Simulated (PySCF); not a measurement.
Two-component Hartree-Fock for Se⁺ (selenium, charge +1)

Start: [Ar] 3d10 4s1 4p3 4d1; 4s1/2 filled at m_j = +1/2; 4p3/2 filled at m_j = -1/2, +1/2, +3/2; 4d5/2 filled at m_j = +5/2. Calculated with PySCF 2.14 in x2c-TZVPall-2c with one added diffuse shell each of s, p, d type (7s8p5d1f, 63 functions): generalised Hartree-Fock with the X2C-1e Hamiltonian and a Gaussian nucleus; one run each with spin-orbit coupling (SO) switched off, then screened by Boettger's factors. This is a chosen level, not necessarily the ground level.

```tsv
spinor shell	electrons	ε, spin-free (eV)	ε, screened SO (eV)	weight of nominal j (screened SO)	rms radius, screened SO (bohr)
1s1/2	2	-12753.2	-12752.9	1.000	0.0508
2s1/2	2	-1711.8	-1711.7	1.000	0.212
2p1/2	2	-1502.5	-1531.1	1.000	0.187
2p3/2	4	-1502.5	-1488.7	1.000	0.190
3s1/2	2	-265.93	-265.91	1.000	0.613
3p1/2	2	-198.28	-202.60	0.990	0.628
3d3/2	4	-85.997	-86.636	0.886	0.695
3d5/2	6	-85.997	-85.563	0.924	0.691
4s1/2	1	-41.391	-41.388	1.000	1.85
4p3/2	3	-25.631	-25.643	0.647	2.15
4d5/2	1	-8.435	-8.428	1.000	3.66
```

**Question.** Where does 3p3/2 lie, and what is the 3p spin-orbit splitting (screened SO)?

**Answer.** At -196.21 eV, 6.389 eV above 3p1/2.

```json
{"quantity": "E (hartree)", "spin-free": "-2426.99891", "screened SO": "-2427.11467"}
{"quantity": "M_J", "spin-free": "9/2", "screened SO": "9/2"}
{"quantity": "⟨J²⟩", "spin-free": "24.754", "screened SO": "24.754"}
{"quantity": "⟨L²⟩", "spin-free": "6.003", "screened SO": "6.018"}
{"quantity": "⟨S²⟩", "spin-free": "8.751", "screened SO": "8.743"}
```

Each row is a mean over spinors that exchange with the open shell spreads, by up to 1.537 eV (3s1/2).

Rows whose weight is well below 1 are mixtures of j = l ± 1/2: exchange outweighs spin-orbit coupling there, and the label is only the starting occupation.

Without spin-orbit coupling the j labels of p, d and f shells carry no meaning; the spin-free column gives the mean over the occupied spinors of each nl shell.
